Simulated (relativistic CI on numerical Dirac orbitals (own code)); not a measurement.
# Sensitivity of the levels of Xe²⁺ to α and to the nuclear radius

These numbers are calculated, not measured: Dirac-Coulomb-Breit CI, separate exchange-only KLI orbitals for each configuration, valence Slater integrals scaled by 0.85, P86 correlation energy added to each configuration, derivatives by finite differences, QED left out (own radial code, finite nucleus).

Configuration list (outside the closed core [Kr] 4d10): 5s²5p⁴, 5s5p⁵, 5s²5p³5d, 5p⁶, 5s²5p³5f, 5s²5p³6s, 5s5p⁴5d. The list is cut by size and lacks configurations that can hold low levels.

With x = (α/α₀)² − 1 an excitation energy changes as ω = ω₀ + qx; K = 2q/ω₀ is the relative enhancement. Terms are leading LS components, so labels can repeat. The field-shift factor is F = δν/δ⟨r²⟩ for the transition from the lowest level.

Lowest level 5s²5p⁴ ³P2.

| Level | ω₀ (cm⁻¹) | q (cm⁻¹) | F (GHz/fm²) |
| --- | --- | --- | --- |
| 5s²5p⁴ ³P0 | 8289.4 | 5237 | -0.244 |
| 5s²5p⁴ ³P1 | 9650.4 | 11980 | -0.432 |
| 5s²5p⁴ ¹D2 | 17671.5 | 10980 | -0.305 |
| 5s²5p⁴ ¹S0 | 36348.7 | 19220 | -1.1 |
| 5s5p⁵ ³P°2 | 102351.5 | 15970 | -15.6 |
| 5s5p⁵ ³P°1 | 107646.2 | 18440 | -13.8 |
| 5s5p⁵ ³P°0 | 112044.6 | 20660 | -10.6 |
| 5s²5p³5d ⁵D°3 | 115060.4 | 5868 | 1.98 |
| 5s²5p³5d ⁵D°2 | 115410.6 | 6903 | 1.6 |
| 5s²5p³5d ⁵D°4 | 115500.5 | 6614 | 1.98 |
| 5s²5p³5d ⁵D°1 | 115974.6 | 9776 | 0.288 |
| 5s²5p³5d ⁵D°0 | 116350.1 | 14200 | -3.5 |
| 5s²5p³5d ³D°2 | 122047.4 | 2560 | 2.07 |
| 5s²5p³5d ¹P°1 | 123753.1 | 15910 | -5.49 |
| 5s²5p³5d ³D°3 | 126021.1 | 9112 | 1.98 |
| 5s²5p³6s ⁵S°2 | 126198.1 | -1478 | 7.99 |
| 5s²5p³5d ³D°1 | 126959.0 | 10270 | 1.49 |
| 5s²5p³5d ³F°2 | 129941.6 | 10290 | 1.82 |
| 5s²5p³6s ³S°1 | 131130.5 | -1484 | 7.26 |
| 5s²5p³5d ³F°3 | 131394.7 | 10990 | 1.85 |
| 5s²5p³5d ¹S°0 | 131537.7 | 8627 | 1.96 |
| 5s²5p³5d ³F°4 | 132905.1 | 9733 | 1.96 |
| 5s²5p³5d ³G°3 | 133907.3 | 6063 | 2.11 |

Correlation outside the listed configurations is missing or only estimated: errors of thousands of cm⁻¹ between configurations and terms are usual at this charge. Rates and lifetimes follow the computed energies and can be off by large factors. The fine structure of a lone outer electron comes out too small, for d and f at times inverted, and misplaced configurations move strength between like terms.

(1) Which transition from the lowest level has the largest |K|?

## Answers

(1) 5s²5p⁴ ³P1 at 9650.4 cm⁻¹, K = 2.48.
